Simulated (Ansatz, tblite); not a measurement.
Removing and adding an electron: the cluster Ge3Te3 (the lowest singlet isomer of a short search). Total charge 0; singlet. Geometry: r2SCAN-D4/def2-SVP. Ansatz, gas phase; energy differences of separate SCF runs; the oxidised species was run as a doublet alone; the reduced species was run as a doublet alone.

```tsv
atom	x (Å)	y (Å)	z (Å)
Ge1	-0.572	0.466	1.384
Ge2	-1.615	0.170	-1.951
Ge3	2.539	0.136	-0.201
Te4	-2.253	-1.181	0.094
Te5	1.475	-1.250	1.634
Te6	0.427	1.658	-0.960
```

In the def2 sets Te takes a core potential; there is no spin–orbit coupling. The xTB rows come from tblite. HOMO above LUMO, or a gap near zero within one spin, warns that the state may not be the lowest or that an electron is smeared out. Another isomer (singlet) lies 0.08 eV lower at PBE0-D4/def2-TZVP; other spin states weren't run for this one.

(1) Estimate orbital energies and vertical ionisation energies and electron affinities at: GFN1-xTB; GFN2-xTB; PBE-D4/def2-SVP; PBE0-D4/def2-SVP.

## Answers

(1) 
| level | −HOMO (eV) | vertical IE (eV) | −LUMO (eV) | vertical EA (eV) | HOMO–LUMO gap (eV) | IE − EA (eV) | remarks |
| --- | --- | --- | --- | --- | --- | --- | --- |
| GFN1-xTB | 9.17 | 11.29 | 7.51 | 5.87 | 1.65 | 5.42 | – |
| GFN2-xTB | 8.48 | 11.37 | 6.50 | 3.66 | 1.97 | 7.71 | – |
| PBE-D4/def2-SVP | 5.43 | 7.54 | 3.44 | 1.47 | 1.98 | 6.07 | HOMO above zero (-1 doublet), gap within one spin near zero (+1 doublet), gap within one spin near zero (-1 doublet) |
| PBE0-D4/def2-SVP | 6.21 | 7.68 | 2.94 | 1.59 | 3.26 | 6.09 | – |

   A HOMO above zero means that the electron is unbound at that level or that self-interaction error raises the level; the energy of removing that electron tells which. Raw xTB energy differences between charge states are shifted by several eV; the methods need an empirical correction for them. Sets without diffuse functions give affinities that are too small.
